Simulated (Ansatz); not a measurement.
Mg2F5⁻, relaxed as a singlet with RKS PBE-D4/def2-SVPD in Ansatz, starting from the GFN1-xTB geometry. Force threshold 0.02 eV/Å.

The structure comes from a short search, and lower isomers may exist.

Start:

Cartesian coordinates in Å:
```
Mg 0.776 -0.334 0.950
Mg -0.780 0.330 -0.948
F -1.007 -0.929 0.500
F 0.976 -0.456 -0.970
F 0.019 1.368 0.472
F -1.828 0.791 -2.226
F 1.844 -0.771 2.222
```

```
step  energy (eV)  largest force component (eV/Å)  SCF passes
   1  -24454.8031                           1.745          15
   2  -24455.0048                           1.018          19
   3  -24455.1168                           0.133          18
   4  -24455.1198                           0.009          19
```

Force components are those of the run's own axes.

End:

```xyz
7

Mg    0.7853   -0.3348    0.9523
Mg   -0.7853    0.3347   -0.9522
F    -1.0428   -0.9611    0.5221
F     1.0227   -0.4697   -1.0086
F     0.0201    1.4306    0.4865
F    -1.9065    0.8130   -2.3115
F     1.9067   -0.8128    2.3115
```

By distances, no bond broke or formed. The bond that changes most is Mg2–F6, from 1.72 to 1.83 Å (atoms count from 1).

No frequencies were taken in this run, so the end may be a saddle point.

Hardware: 4 threads of Arm Neoverse V2 on a shared host. Wall time 4.8 s.
